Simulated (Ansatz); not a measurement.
Coupled-cluster run, CH₅O₂Sn (`C[O][SnH][OH]`) radical.

```yaml
crystal:
  periodic: [false, false, false]
  atoms:
    - {symbol: C, position_ang: [-1.406420, 0.708825, 0.300742]}
    - {symbol: O, position_ang: [-0.022814, 0.485413, 0.362182]}
    - {symbol: Sn, position_ang: [0.951840, -0.593272, -0.978346]}
    - {symbol: O, position_ang: [2.696857, -0.746165, -0.087417]}
    - {symbol: H, position_ang: [-1.735772, 1.087411, 1.273430]}
    - {symbol: H, position_ang: [-1.671455, 1.458932, -0.455160]}
    - {symbol: H, position_ang: [-1.979111, -0.205279, 0.089727]}
    - {symbol: H, position_ang: [0.284270, -2.210256, -0.976532]}
    - {symbol: H, position_ang: [2.882605, 0.014390, 0.471385]}
basis:
  gaussian: {orbitals: def2-TZVPP}
magnetization: {spin_polarized: true, initial_magnetization: 1}
correlation: {method: ccsd_t}
scf: {omitted_lower_state_checks: [cluster_reference]}
```

```sh
$ ansatz run in.yaml --threads 2 --pin off --events-out ev --progress --plain --max-ram 22528MiB --backend cuda --devices 0, --max-vram 18GiB
```

The program prints (abridged):

```
Functional definition: HF
1453 factors; integrals over basis functions are off by at most 9.4e-4 eV
mean field evaluation 1: about -10985.7349 eV, gradient 3.7e1 eV
mean field evaluation 2: about -10985.7410 eV, gradient 3.7e1 eV
mean field evaluation 4: about -10991.3232 eV, gradient 3.0e0 eV
mean field evaluation 8: about -10991.4474 eV, gradient 2.2e-1 eV
mean field -10991.44874351 eV, -403.9282910523 hartree, gradient 3.0e-6 eV, S^2 0.764023; 0 other end points of the search recorded, 0 dependent functions left out
7 core orbitals not correlated: weight in the atoms' cores, before any rotation towards them, 1.000 or more for the frozen orbitals, at most 0.000 for the correlated occupied ones
reference -10991.44874351 eV, -403.9282910523 hartree; 18, 17 occupied and 188, 189 virtual orbitals, 1453 factors
second order -26.30783533 eV of doubles, -0.00000000 eV of singles
cycle   1  -25.85107445 eV  change    4.6e-1 eV  update   1.3e-1
cycle   2  -26.50773195 eV  change   -6.6e-1 eV  update   4.3e-2
cycle   3  -26.68949108 eV  change   -1.8e-1 eV  update   2.8e-2
cycle   4  -26.68631497 eV  change    3.2e-3 eV  update   1.0e-2
cycle   5  -26.68006795 eV  change    6.2e-3 eV  update   6.3e-3
cycle   6  -26.68318419 eV  change   -3.1e-3 eV  update   2.7e-3
cycle   7  -26.68386547 eV  change   -6.8e-4 eV  update   1.5e-3
cycle   8  -26.68375259 eV  change    1.1e-4 eV  update   5.7e-4
cycle   9  -26.68394483 eV  change   -1.9e-4 eV  update   3.4e-4
cycle  10  -26.68386942 eV  change    7.5e-5 eV  update   1.3e-4
cycle  11  -26.68382565 eV  change    4.4e-5 eV  update   8.1e-5
cycle  12  -26.68391073 eV  change   -8.5e-5 eV  update   3.7e-5
cycle  13  -26.68389909 eV  change    1.2e-5 eV  update   2.2e-5
perturbative correction -0.94157452 eV, -0.0346022255 hartree
Total energy: -11019.07421712 eV, -404.9435084824 hartree
Checks for a lower state left out: cluster_reference
```

Run time 8 s (2 threads of an AMD EPYC 7R13 on a shared host and a share of an NVIDIA H100 80 GB); peak host memory 0.85 GiB.

MP2 recovers 95.2 % of the CCSD(T) correlation energy and the triples give 3.4 %; T1 = 0.0183.
